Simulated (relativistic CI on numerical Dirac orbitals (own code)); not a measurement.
## Energy levels of Tl LXV

Method of calculation: Dirac-Coulomb-Breit CI, separate exchange-only KLI orbitals for each configuration, QED by a radiative potential, unscaled Slater integrals (own radial code, finite nucleus).

CI space (outside the closed core [Ne]): 3s²3p⁵, 3s²3p⁴3d, 3s3p⁶, 3s3p⁵3d, 3s3p⁴3d², 3p⁶3d, 3s²3p³3d4p, 3s²3p⁴4s, 3s3p⁴3d4s, 3p⁶4s, 3s²3p⁴4p, 3p⁶4p, 3s²3p⁴4d, 3s3p⁵4s, 3s²3p⁴4f, 3p⁵3d4p, 3s3p⁵4p, 3s3p⁵4d, 3s3p⁵4f, 3s²3p⁴5s, 3s²3p⁴5p, 3s²3p³4s4p, 3s²3p⁴5d, 3s²3p⁴5f, 3s²3p⁴5g, 3s3p⁴4s², 3s3p⁵5s, 3s3p⁵5p, 3s²3p³3d², 3s²3p²3d³, 3s3p³3d³, 3s²3p²3d²4s, 3s²3p²3d²4p, 3s²3p²3d²4d, 3p⁵3d², 3p⁴3d³, 3p⁴3d²4s, 3p⁴3d²4p, 3p⁴3d²4d, 3s²3p³3d4s, 3s3p³3d²4s, 3s²3p²3d4s², 3s²3p²3d4s4p, 3s²3p²3d4s4d, 3p⁵3d4s, 3p⁴3d4s², 3p⁴3d4s4p, 3p⁴3d4s4d, 3s²3p³4s², 3s3p³3d4s², 3s²3p²4s²4p, 3s²3p²4s²4d, 3s²3p³4p², 3s²3p²3d4p², 3s3p³3d4p², 3s²3p²4s4p², 3s²3p²4p³, 3s²3p²4p²4d. Double excitations out of closed p, d and f shells are left out; levels of such configurations are missing from the list, as are those of other unlisted configurations, and high levels can miss mixing partners. These lack a partner that the ground configuration has and come out too high: 3s²3p⁴4f, 3s3p⁵4p, 3s3p⁵4d, 3s3p⁵4f, 3s²3p⁴5s.

The lowest level is 3s²3p⁵ ²P°3/2, with 99 % of that term; Hund's rules for 3s²3p⁵ give ²P° with J = 3/2, in agreement.

| No. | Configuration | Term | J | E (eV) | % | Lifetime (s) |
| --- | --- | --- | --- | --- | --- | --- |
| 1 | 3s²3p⁵ | ²P° | 3/2 | 0.00 | 99 |  |
| 2 | 3p⁴(3P)3d | ⁴D | 3/2 | 265.43 | 35 | 2.83e-10 |
| 3 | 3p⁴(3P)3d | ⁴D | 5/2 | 272.90 | 36 | 1.40e-10 |
| 4 | 3p⁴(3P)3d | ⁴P | 1/2 | 273.79 | 51 | 3.54e-11 |
| 5 | 3p⁴(3P)3d | ²F | 7/2 | 276.05 | 36 | 7.03e-03 |
| 6 | 3p⁴(1S)3d | ²D | 3/2 | 298.54 | 64 | 2.79e-10 |
| 7 | 3p⁴(1D)3d | ²F | 7/2 | 387.65 | 48 | 1.11e-07 |
| 8 | 3p⁴(3P)3d | ⁴F | 9/2 | 389.82 | 68 | 1.18e-07 |
| 9 | 3p⁴(3P)3d | ²P | 1/2 | 398.90 | 60 | 6.40e-12 |
| 10 | 3p⁴(1S)3d | ²D | 5/2 | 422.98 | 55 | 4.27e-09 |
| 11 | 3p⁴(3P)3d | ²P | 3/2 | 430.56 | 42 | 1.28e-12 |
| 12 | 3p⁴(3P)3d | ²D | 5/2 | 435.11 | 59 | 9.24e-13 |
| 13 | 3s²3p⁵ | ²P° | 1/2 | 539.68 | 98 | 5.60e-10 |
| 14 | 3p³(2P°)3d²(3F) | ⁴F° | 3/2 | 547.58 | 28 | 4.42e-11 |
| 15 | 3p³(2P°)3d²(3F) | ⁴F° | 5/2 | 554.97 | 24 | 3.36e-11 |
| 16 | 3p³(2P°)3d²(3F) | ⁴D° | 1/2 | 555.63 | 47 | 1.86e-11 |
| 17 | 3p³(2P°)3d²(3F) | ²G° | 7/2 | 556.71 | 25 | 7.68e-11 |
| 18 | 3p³(2P°)3d²(1S) | ²P° | 3/2 | 584.40 | 21 | 3.70e-11 |
| 19 | 3p³(2P°)3d²(3F) | ⁴G° | 9/2 | 666.81 | 33 | 6.69e-11 |
| 20 | 3s²3p³3d² | ²F° | 7/2 | 672.01 | 22 | 1.46e-11 |
| 21 | 3p³(2P°)3d²(3F) | ⁴D° | 3/2 | 683.56 | 34 | 3.17e-12 |
| 22 | 3p³(2D°)3d²(3P) | ⁴P° | 1/2 | 683.95 | 44 | 3.64e-12 |
| 23 | 3p³(2P°)3d²(3F) | ²F° | 5/2 | 684.62 | 26 | 2.64e-12 |
| 24 | 3p³(2P°)3d²(3P) | ⁴D° | 5/2 | 685.40 | 26 | 3.35e-11 |
| 25 | 3p³(2P°)3d²(1G) | ²H° | 11/2 | 686.78 | 38 | 2.10e-10 |
| 26 | 3s²3p³3d² | ²F° | 7/2 | 691.77 | 29 | 3.94e-12 |
| 27 | 3p³(2P°)3d²(3F) | ²G° | 7/2 | 705.54 | 22 | 1.17e-12 |
| 28 | 3p³(2P°)3d²(3P) | ²D° | 5/2 | 706.42 | 27 | 1.21e-12 |
| 29 | 3p³(2P°)3d²(3P) | ²P° | 3/2 | 710.15 | 24 | 1.18e-12 |
| 30 | 3p³(2P°)3d²(1G) | ²G° | 9/2 | 714.08 | 38 | 9.96e-13 |
| 31 | 3p³(2D°)3d²(3P) | ⁴F° | 3/2 | 720.02 | 25 | 1.44e-12 |
| 32 | 3p³(2P°)3d²(1G) | ²F° | 5/2 | 727.83 | 45 | 1.43e-12 |
| 33 | 3p³(2P°)3d²(3P) | ²P° | 1/2 | 730.48 | 47 | 1.46e-12 |
| 34 | 3s3p⁶ | ²S | 1/2 | 762.70 | 72 | 3.68e-13 |
| 35 | 3p⁴(3P)3d | ⁴D | 1/2 | 792.39 | 78 | 4.78e-12 |
| 36 | 3p³(2P°)3d²(3F) | ⁴G° | 11/2 | 803.43 | 40 | 3.23e-12 |
| 37 | 3p⁴(3P)3d | ⁴F | 3/2 | 804.14 | 34 | 1.15e-10 |
| 38 | 3p³(2P°)3d²(1D) | ²D° | 5/2 | 810.99 | 28 | 2.55e-12 |
| 39 | 3p⁴(3P)3d | ⁴F | 5/2 | 812.50 | 50 | 4.64e-12 |
| 40 | 3p⁴(1D)3d | ²G | 7/2 | 813.81 | 59 | 9.91e-10 |
| 41 | 3p³(2P°)3d²(1D) | ²F° | 7/2 | 815.46 | 30 | 2.70e-12 |
| 42 | 3p³(2P°)3d²(3F) | ⁴F° | 9/2 | 818.68 | 40 | 1.13e-12 |
| 43 | 3p³(2P°)3d²(1D) | ²P° | 1/2 | 833.04 | 47 | 9.36e-13 |
| 44 | 3p²(3P)3d³(2D) | ⁴F | 3/2 | 847.58 | 32 | 3.03e-12 |
| 45 | 3p⁴(3P)3d | ²D | 5/2 | 849.52 | 45 | 1.64e-13 |
| 46 | 3p³(2P°)3d²(3F) | ²F° | 7/2 | 851.13 | 31 | 6.64e-13 |
| 47 | 3p⁴(1D)3d | ²P | 3/2 | 853.37 | 38 | 1.67e-13 |
| 48 | 3p³(2P°)3d²(3F) | ²D° | 5/2 | 854.44 | 28 | 9.99e-13 |
| 49 | 3p³(2P°)3d²(1S) | ²P° | 3/2 | 855.28 | 31 | 1.59e-12 |
| 50 | 3p⁴(1D)3d | ²P | 1/2 | 862.53 | 32 | 7.30e-14 |
| 51 | 3p³(2P°)3d²(1S) | ²P° | 3/2 | 869.91 | 30 | 5.55e-13 |
| 52 | 3p⁴(3P)3d | ⁴D | 7/2 | 918.78 | 45 | 5.91e-10 |
| 53 | 3p⁴(3P)3d | ²P | 3/2 | 929.68 | 49 | 8.28e-11 |
| 54 | 3p⁴(1D)3d | ²G | 9/2 | 933.39 | 67 | 7.06e-10 |
| 55 | 3p⁴(3P)3d | ²F | 5/2 | 934.22 | 46 | 5.68e-10 |
| 56 | 3p⁴(1D)3d | ²D | 5/2 | 941.90 | 52 | 2.45e-10 |
| 57 | 3p⁴(1D)3d | ²F | 7/2 | 951.15 | 74 | 5.91e-10 |
| 58 | 3p²(1S)3d³(4F) | ⁴F | 5/2 | 971.27 | 34 | 1.96e-12 |
| 59 | 3p⁴(3P)3d | ²D | 3/2 | 977.47 | 52 | 8.91e-13 |
| 60 | 3p²(1S)3d³(4P) | ⁴P | 3/2 | 978.99 | 16 | 1.49e-12 |
| 61 | 3p²(1S)3d³(2H) | ²H | 9/2 | 984.84 | 26 | 1.58e-12 |
| 62 | 3p²(1S)3d³(2G) | ²G | 7/2 | 985.17 | 25 | 1.63e-12 |
| 63 | 3p²(1S)3d³(4P) | ⁴P | 1/2 | 985.34 | 26 | 1.32e-12 |
| 64 | 3p⁴(3P)3d | ²P | 1/2 | 987.50 | 53 | 5.95e-13 |
| 65 | 3s3p⁵3d | ⁴P° | 1/2 | 1007.18 | 78 | 6.31e-13 |
| 66 | 3p²(1S)3d³(2D) | ²D | 5/2 | 1016.53 | 23 | 1.49e-12 |
| 67 | 3s3p⁵3d | ⁴P° | 3/2 | 1025.54 | 50 | 4.16e-13 |
| 68 | 3s3p⁵3d | ⁴F° | 7/2 | 1032.61 | 40 | 4.24e-13 |
| 69 | 3s3p⁵3d | ⁴D° | 5/2 | 1035.40 | 37 | 3.32e-13 |
| 70 | 3s3p⁵3d | ²P° | 1/2 | 1047.57 | 27 | 6.91e-13 |

Energies count from the lowest computed level; ° marks odd parity; lifetimes are radiative, by E1, M1, E2, M2, E3 decay to levels of this space only. Percentages are summed over parent terms; the parents shown are those of the largest component, closed shells are left out there.

The mean weight of the leading LS term, summed over parents, in these 70 levels is 42 %, and that of the leading jj configuration (from the same eigenvectors) 95 %, so jj coupling describes them better and the LS labels are nominal.

At this charge energies of transitions that change n are usually good to better than 1 %, and those within a shell (Δn = 0) to a few per cent.

LS names give the leading component of a level, which can be under half, so a name can repeat, a term be missing and a line seem to break the LS rules.
